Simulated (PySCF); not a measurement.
Isomers of C6H12F2OSi.

All values: PBE0/pcSseg-1 (PySCF) at GFN2-xTB geometries, gas phase, one conformer each.

Problem. Rank by HOMO energy, lowest first.
A. `[CH3:1][C@@H:2]1[CH2:3][SiH2:4][C@H:5]([O:6][CH:7]([F:8])[F:9])[CH2:10]1` with Si4–C5–O6–C7 81°, C5–O6–C7–F8 -69°, C1–C2–C3–Si4 -161°, C2–C3–Si4–C5 13°, C3–Si4–C5–O6 131°, Si4–C5–C10–C2 -38°
B. `[CH3:1][C@@H:2]1[CH2:3][SiH2:4][C@@H:5]([O:6][CH:7]([F:8])[F:9])[CH2:10]1` with Si4–C5–O6–C7 -176°, C5–O6–C7–F8 -95°, C1–C2–C3–Si4 -161°, C2–C3–Si4–C5 13°, C3–Si4–C5–O6 -104°, Si4–C5–C10–C2 -39°
C. `[CH3:1][CH:2]([CH3:3])[O:4][C@@H:5]([SiH3:6])/[C:7]([F:8])=[CH:9]/[F:10]` with C1–C2–O4–C5 -168°, C2–O4–C5–Si6 145°, O4–C5–C7–F8 162°
D. `[F:1][SiH2:2][C@@H:3]1[CH2:4][CH2:5][CH2:6][O:7][C@H:8]([F:9])[CH2:10]1` with F1–Si2–C3–C4 60°, Si2–C3–C4–C5 165°, C3–C4–C5–C6 56°, C4–C5–C6–O7 -74°, C5–C6–O7–C8 93°
E. `[CH3:1][CH:2]([CH3:3])[C@@H:4]([SiH3:5])[C:6](=[O:7])[CH:8]([F:9])[F:10]` with C1–C2–C4–Si5 -56°, C2–C4–C6–O7 -44°, C4–C6–C8–F9 -61°
F. `[F:1][CH:2]([F:3])[O:4][C@H:5]1[CH2:6][CH2:7][CH2:8][SiH2:9][CH2:10]1` with F1–C2–O4–C5 -87°, C2–O4–C5–C6 77°, O4–C5–C6–C7 50°, C5–C6–C7–C8 67°, C6–C7–C8–Si9 -57°, C7–C8–Si9–C10 46°

Solution. B (-8.33 eV), D (-8.20 eV), F (-8.01 eV), A (-7.75 eV), E (-7.61 eV), C (-6.94 eV).

Problem. Rank by the highest IAO charge on any atom, highest value first.
A. `[CH3:1][CH:2]([CH3:3])[C@@H:4]([SiH3:5])[C:6](=[O:7])[CH:8]([F:9])[F:10]` with C1–C2–C4–Si5 -56°, C2–C4–C6–O7 -44°, C4–C6–C8–F9 -61°
B. `[CH3:1][O:2][C@:3]([CH3:4])(/[CH:5]=[C:6](\[CH3:7])[F:8])[SiH2:9][F:10]` with C1–O2–C3–C4 59°, O2–C3–C5–C6 -34°, O2–C3–Si9–F10 68°
C. `[CH3:1][CH:2]([CH3:3])[O:4][Si@H:5]([F:6])[CH2:7]/[CH:8]=[CH:9]/[F:10]` with C1–C2–O4–Si5 111°, C2–O4–Si5–F6 -58°, O4–Si5–C7–C8 -67°, Si5–C7–C8–C9 -115°
D. `[CH3:1][CH:2]([CH3:3])[O:4][C@@H:5]([SiH3:6])/[C:7]([F:8])=[CH:9]/[F:10]` with C1–C2–O4–C5 -168°, C2–O4–C5–Si6 145°, O4–C5–C7–F8 162°
E. `[CH3:1][O:2][SiH2:3][C@@:4]1([F:5])[CH2:6][CH2:7][C@@H:8]([F:9])[CH2:10]1` with C1–O2–Si3–C4 177°, O2–Si3–C4–F5 -68°, Si3–C4–C6–C7 159°, C4–C6–C7–C8 -39°, C6–C7–C8–F9 -88°, C7–C8–C10–C4 -10°
F. `[CH3:1][C@@H:2]1[CH2:3][SiH2:4][C@@H:5]([O:6][CH:7]([F:8])[F:9])[CH2:10]1` with Si4–C5–O6–C7 -176°, C5–O6–C7–F8 -95°, C1–C2–C3–Si4 -161°, C2–C3–Si4–C5 13°, C3–Si4–C5–O6 -104°, Si4–C5–C10–C2 -39°

Solution. C (+1.398 e), B (+1.096 e), E (+0.999 e), F (+0.750 e), D (+0.625 e), A (+0.606 e).

Problem. Rank by the lowest IAO charge on any atom, lowest value first.
A. `[CH3:1][CH:2]([CH3:3])[C@@H:4]([SiH3:5])[C:6](=[O:7])[CH:8]([F:9])[F:10]` with C1–C2–C4–Si5 -56°, C2–C4–C6–O7 -44°, C4–C6–C8–F9 -61°
B. `[CH3:1][O:2][SiH2:3][C@@:4]1([F:5])[CH2:6][CH2:7][C@@H:8]([F:9])[CH2:10]1` with C1–O2–Si3–C4 177°, O2–Si3–C4–F5 -68°, Si3–C4–C6–C7 159°, C4–C6–C7–C8 -39°, C6–C7–C8–F9 -88°, C7–C8–C10–C4 -10°
C. `[CH3:1][CH:2]([CH3:3])[O:4][Si@H:5]([F:6])[CH2:7]/[CH:8]=[CH:9]/[F:10]` with C1–C2–O4–Si5 111°, C2–O4–Si5–F6 -58°, O4–Si5–C7–C8 -67°, Si5–C7–C8–C9 -115°
D. `[F:1][CH:2]([F:3])[O:4][C@H:5]1[CH2:6][CH2:7][CH2:8][SiH2:9][CH2:10]1` with F1–C2–O4–C5 -87°, C2–O4–C5–C6 77°, O4–C5–C6–C7 50°, C5–C6–C7–C8 67°, C6–C7–C8–Si9 -57°, C7–C8–Si9–C10 46°

Solution. C (-0.651 e), B (-0.635 e), D (-0.547 e), A (-0.422 e).

All values together:

| SMILES | μ (D) | HOMO (eV) | LUMO (eV) | lowest IAO charge (e) | highest IAO charge (e) | lowest Hirshfeld charge (e) | highest Hirshfeld charge (e) |
| --- | --- | --- | --- | --- | --- | --- | --- |
| O[C@@H]1C[C@H](CF)[SiH2][C@@H]1CF | 1.85 | -8.12 | 0.70 | -0.554 (O) | +0.729 (Si) | -0.189 (O) | +0.333 (Si) |
| CO[SiH2][C@@]1(F)CC[C@@H](F)C1 | 1.46 | -8.01 | 0.57 | -0.635 (O) | +0.999 (Si) | -0.221 (O) | +0.383 (Si) |
| F[SiH2][C@@H]1CCCO[C@@H](F)C1 | 3.27 | -8.20 | 0.15 | -0.547 (F) | +1.059 (Si) | -0.210 (F) | +0.411 (Si) |
| CC(C)O[Si@H](F)C/C=C/F | 1.53 | -7.09 | 0.32 | -0.651 (O) | +1.398 (Si) | -0.218 (F) | +0.482 (Si) |
| CC(C)O[C@@H]([SiH3])/C(F)=C/F | 2.81 | -6.94 | 0.17 | -0.435 (C) | +0.625 (Si) | -0.130 (C) | +0.308 (Si) |
| F[SiH2][C@@H]1CCCO[C@H](F)C1 | 2.35 | -8.20 | 0.27 | -0.544 (F) | +1.086 (Si) | -0.207 (F) | +0.429 (Si) |
| CC(C)[C@@H]([SiH3])C(=O)C(F)F | 1.37 | -7.61 | -1.43 | -0.422 (C) | +0.606 (Si) | -0.201 (O) | +0.320 (Si) |
| C[C@@H]1C[SiH2][C@@H](OC(F)F)C1 | 3.18 | -8.33 | 0.60 | -0.543 (C) | +0.750 (Si) | -0.160 (C) | +0.345 (Si) |
| CO[C@](C)(/C=C(/C)F)[SiH2]F | 3.55 | -6.96 | 0.12 | -0.540 (F) | +1.101 (Si) | -0.205 (F) | +0.405 (Si) |
| FC(F)O[C@H]1CCC[SiH2]C1 | 3.07 | -8.01 | 0.93 | -0.547 (C) | +0.753 (Si) | -0.167 (C) | +0.337 (Si) |
| CO[C@](C)(/C=C(\C)F)[SiH2]F | 2.51 | -6.90 | 0.03 | -0.538 (F) | +1.096 (Si) | -0.192 (F) | +0.414 (Si) |
| C[C@@H]1C[SiH2][C@H](OC(F)F)C1 | 3.31 | -7.75 | 0.74 | -0.547 (C) | +0.728 (Si) | -0.162 (C) | +0.323 (Si) |

Conformers: `[OH:1][C@@H:2]1[CH2:3][C@H:4]([CH2:5][F:6])[SiH2:7][C@@H:8]1[CH2:9][F:10]` with H–O1–C2–C3 -58°, C3–C4–C5–F6 62°, Si7–C8–C9–F10 59°, O1–C2–C3–C4 -65°, C2–C3–C4–C5 97°, C3–C4–Si7–C8 -3°, C4–Si7–C8–C9 151°; `[CH3:1][O:2][SiH2:3][C@@:4]1([F:5])[CH2:6][CH2:7][C@@H:8]([F:9])[CH2:10]1` with C1–O2–Si3–C4 177°, O2–Si3–C4–F5 -68°, Si3–C4–C6–C7 159°, C4–C6–C7–C8 -39°, C6–C7–C8–F9 -88°, C7–C8–C10–C4 -10°; `[F:1][SiH2:2][C@@H:3]1[CH2:4][CH2:5][CH2:6][O:7][C@@H:8]([F:9])[CH2:10]1` with F1–Si2–C3–C4 180°, Si2–C3–C4–C5 -59°, C3–C4–C5–C6 -53°, C4–C5–C6–O7 71°, C5–C6–O7–C8 -96°; `[CH3:1][CH:2]([CH3:3])[O:4][Si@H:5]([F:6])[CH2:7]/[CH:8]=[CH:9]/[F:10]` with C1–C2–O4–Si5 111°, C2–O4–Si5–F6 -58°, O4–Si5–C7–C8 -67°, Si5–C7–C8–C9 -115°; `[CH3:1][CH:2]([CH3:3])[O:4][C@@H:5]([SiH3:6])/[C:7]([F:8])=[CH:9]/[F:10]` with C1–C2–O4–C5 -168°, C2–O4–C5–Si6 145°, O4–C5–C7–F8 162°; `[F:1][SiH2:2][C@@H:3]1[CH2:4][CH2:5][CH2:6][O:7][C@H:8]([F:9])[CH2:10]1` with F1–Si2–C3–C4 60°, Si2–C3–C4–C5 165°, C3–C4–C5–C6 56°, C4–C5–C6–O7 -74°, C5–C6–O7–C8 93°; `[CH3:1][CH:2]([CH3:3])[C@@H:4]([SiH3:5])[C:6](=[O:7])[CH:8]([F:9])[F:10]` with C1–C2–C4–Si5 -56°, C2–C4–C6–O7 -44°, C4–C6–C8–F9 -61°; `[CH3:1][C@@H:2]1[CH2:3][SiH2:4][C@@H:5]([O:6][CH:7]([F:8])[F:9])[CH2:10]1` with Si4–C5–O6–C7 -176°, C5–O6–C7–F8 -95°, C1–C2–C3–Si4 -161°, C2–C3–Si4–C5 13°, C3–Si4–C5–O6 -104°, Si4–C5–C10–C2 -39°; `[CH3:1][O:2][C@:3]([CH3:4])(/[CH:5]=[C:6](/[CH3:7])[F:8])[SiH2:9][F:10]` with C1–O2–C3–C4 51°, O2–C3–C5–C6 -177°, O2–C3–Si9–F10 -69°; `[F:1][CH:2]([F:3])[O:4][C@H:5]1[CH2:6][CH2:7][CH2:8][SiH2:9][CH2:10]1` with F1–C2–O4–C5 -87°, C2–O4–C5–C6 77°, O4–C5–C6–C7 50°, C5–C6–C7–C8 67°, C6–C7–C8–Si9 -57°, C7–C8–Si9–C10 46°; `[CH3:1][O:2][C@:3]([CH3:4])(/[CH:5]=[C:6](\[CH3:7])[F:8])[SiH2:9][F:10]` with C1–O2–C3–C4 59°, O2–C3–C5–C6 -34°, O2–C3–Si9–F10 68°; `[CH3:1][C@@H:2]1[CH2:3][SiH2:4][C@H:5]([O:6][CH:7]([F:8])[F:9])[CH2:10]1` with Si4–C5–O6–C7 81°, C5–O6–C7–F8 -69°, C1–C2–C3–Si4 -161°, C2–C3–Si4–C5 13°, C3–Si4–C5–O6 131°, Si4–C5–C10–C2 -38°.
